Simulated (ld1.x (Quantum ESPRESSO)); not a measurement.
# Se: one change to a TM potential, before and after

* Element: selenium (Se)
* Generator: ld1.x (Quantum ESPRESSO) 7.5
* Type: norm-conserving Troullier–Martins (Kleinman–Bylander form)
* Functional: PBEsol
* Relativity: scalar-relativistic
* Frozen core: [Ar] 3d10
* Valence charge: 6
* Reference configuration: 4s2 4p4
* Partial waves: 4s (bound): rc 1.40 bohr; 4d channel at 0.05 Ry: rc 1.35 bohr; 4p (bound): rc 1.35 bohr
* Local potential: the p channel
* Core correction: a·sin(br)/r model core inside 1.40 bohr

All-electron outer shells of the reference configuration (PBEsol, scalar-relativistic, ld1.x):

| shell | level (eV) | outermost node (bohr) | outermost maximum (bohr) |
| --- | --- | --- | --- |
| 3p | -152.76 | 0.21 | 0.50 |
| 3d | -53.12 | – | 0.45 |
| 4s | -17.29 | 0.70 | 1.51 |
| 4p | -6.51 | 0.74 | 1.80 |

Change: core correction a·sin(br)/r model core inside 1.30 bohr.

Cutoffs: the cutoffs (Ry, on a coarse ladder) from which the occupation-weighted sum of valence levels, in a spherical-Bessel basis at the reference potential, stays within 10 and 1 mRy of its value at 400 Ry; they do not see the model core or the augmentation charge, which bear on the density cutoff. Errors are all-electron minus pseudo energies relative to the spin-unpolarised reference configuration.

Q: What does the change do?

A: The potential gets neither clearly harder nor softer (55 Ry and 110 Ry → 55 Ry and 110 Ry); both files keep a bound ghost (d, s); of the 7 tests that both files solve, the error grows in 2 and shrinks in 3 by more than 15 % and 0.3 meV (median size 9.6 → 11.8 meV). A model core, the more so a compact one, raises the density cutoff, which this test does not measure.

| quantity | base | changed |
| --- | --- | --- |
| cutoff, loose | 55 Ry | 55 Ry |
| cutoff, tight | 110 Ry | 110 Ry |
| bound ghosts | s, d | s, d |
| error for 4s2 4p3, meV [ΔE 10.85 eV] | -1.9 | -1.4 |
| error for 4s2 4p2, meV [ΔE 31.22 eV] | -15 | -12 |
| error for 4s2 4p1, meV [ΔE 62.12 eV] | -71 | -60 |
| error for 4s2 4p0, meV [ΔE 104.33 eV] | -237 | -210 |
| error for 4s2 4p3.5, meV [ΔE 4.31 eV] | -0.5 | -0.5 |
| error for 4s1 4p5, meV [ΔE 10.89 eV] | -3.4 | -4.3 |
| error for 4s0 4p6, meV [ΔE 21.98 eV] | -9.6 | -13 |
| s: phases at 1.56 bohr within 0.05 rad from the reference energy up to (Ry; the scan ends near 5) | to the end of the scan | to the end of the scan |
| p: phases at 1.56 bohr within 0.05 rad from the reference energy up to (Ry; the scan ends near 5) | 3.0 | 3.0 |
| d: phases at 1.56 bohr within 0.05 rad from the reference energy up to (Ry; the scan ends near 5) | 2.1 | 2.1 |

 A true bound ghost makes a file unfit for plane-wave use even where its test errors are small: the radial tests pick states by their node count and pass the ghost by.
